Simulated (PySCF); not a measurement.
[Mn(OH)6]2- holds Mn(IV), d3, at total charge -2. The structure is a model geometry with rigid ligands and bond lengths from ionic radii, not a minimum; coordination octahedral, point group S6, metal–donor distances 1.86 Å.

Method (PySCF 2.14, density fitting): CASSCF(3,5) with orbitals averaged over all microstates of the shell, strongly contracted NEVPT2 on the averaged canonical orbitals; basis x2c-TZVPall on the metal, x2c-SVPall elsewhere; spin-free X2C; IEF-PCM water; spin-orbit coupling by state interaction with the mean-field operator over all roots.

CASSCF energies above the lowest CASSCF root:

```csv
state,CASSCF / cm⁻¹
4Ag (from 4A2g),0
2Eg,20436
2Eg (from 2T1g),21469
2Ag (from 2T1g),21864
4Eg (from 4T2g),22910
4Ag (from 4T2g),23192
2Ag (from 2T2g),30184
2Eg (from 2T2g),31228
4Ag (from 4T1g),32158
4Eg (from 4T1g),33316
2Ag (from 2A1g),39461
2Eg (from 2T2g),41043
2Ag (from 2T2g),41530
2Ag (from 2T1g),42762
2Eg (from 2T1g),43146
2Eg,45773
2Ag (from 2T1g),48468
2Eg (from 2T1g),49112
4Eg (from 4T1g),51371
2Eg (from 2T2g),57399
2Ag (from 2T2g),57630
2Ag (from 2A2g),59898
```

Q: How does dynamic correlation (SC-NEVPT2) move these states?

A: 
| state | NEVPT2 / cm⁻¹ | shift / cm⁻¹ |
| --- | --- | --- |
| 4Ag (from 4A2g) | 0 | 0 |
| 2Eg | 18868 | -1568 |
| 2Eg (from 2T1g) | 19717 | -1752 |
| 2Ag (from 2T1g) | 20093 | -1770 |
| 4Eg (from 4T2g) | 29324 | +6414 |
| 4Ag (from 4T2g) | 29589 | +6397 |
| 2Ag (from 2T2g) | 28140 | -2045 |
| 2Eg (from 2T2g) | 29452 | -1777 |
| 4Ag (from 4T1g) | 37330 | +5172 |
| 4Eg (from 4T1g) | 38339 | +5023 |
| 2Ag (from 2A1g) | 44464 | +5003 |
| 2Eg (from 2T2g) | 45669 | +4626 |
| 2Ag (from 2T2g) | 46176 | +4646 |
| 2Ag (from 2T1g) | 47254 | +4492 |
| 2Eg (from 2T1g) | 47621 | +4475 |
| 2Eg | 49397 | +3624 |
| 2Ag (from 2T1g) | 52021 | +3553 |
| 2Eg (from 2T1g) | 52525 | +3413 |
| 4Eg (from 4T1g) | 60410 | +9039 |
| 2Eg (from 2T2g) | 58176 | +777 |
| 2Ag (from 2T2g) | 58381 | +751 |
| 2Ag (from 2A2g) | 59985 | +87 |

Charge-transfer states lie outside this active space and may come lower than some of these levels. NEVPT2 lifts 4Eg (from 4T2g) from 22910 to 29324 cm⁻¹; on the d shell alone it tends to overshoot states that fill the eg-type orbitals. An active orbital has only 0.70 squared overlap with the free ion's shell, so the metal shell alone is a small active space here. NEVPT2 on the d shell alone tends to put d–d bands too high for such charged or covalently bound ions.
